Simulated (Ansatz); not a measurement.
Program: Ansatz. Geometries: PBE0-D4/def2-TZVP. ΔE: electronic, gas phase. CCSD(T)/CBS is the MP2 limit (def2-TZVPP, def2-QZVPP) plus CCSD(T) − MP2 in def2-TZVPP, frozen cores. DFT in def2-TZVPP. For As, Ge outer-core shells are correlated without core-valence functions, which leaves a few kJ/mol of doubt a bond. Scalar relativity is left out up to krypton. One conformer a species, not always the lowest.

`CN[SiH2][AsH2]` + `S[S][GeH3]` → `[GeH3][S]S[AsH2]` + `CN[SiH3]`  (cleavage of the As–Si bond)

| species | PBE0 energy (Eh) |
| --- | --- |
| `CN[SiH2][AsH2]` | -2622.59451 |
| `S[S][GeH3]` | -2875.29118 |
| `[GeH3][S]S[AsH2]` | -5111.50738 |
| `CN[SiH3]` | -386.37357 |

(1) Work out ΔE.

Largest T1 diagnostic among the species: 0.013.

Results:

(1) ΔE = (-5111.50738) + (-386.37357) − (-2622.59451) − (-2875.29118) = 0.00474 Eh = +12.4 kJ/mol. CCSD(T)/CBS gives +9.2 kJ/mol.

The D4 term adds −3.9 kJ/mol with B3LYP and −1.9 kJ/mol with PBE0; it sums over pairs of atoms, weighted by their polarisabilities, and B3LYP, whose exchange is more repulsive, gets the larger term. From BLYP to BHLYP (50 % exact exchange), in def2-TZVPP and without D4, ΔE moves by +5.9 kJ/mol.

B3LYP here is the variant with VWN-RPA as its local correlation; programs differ in this.
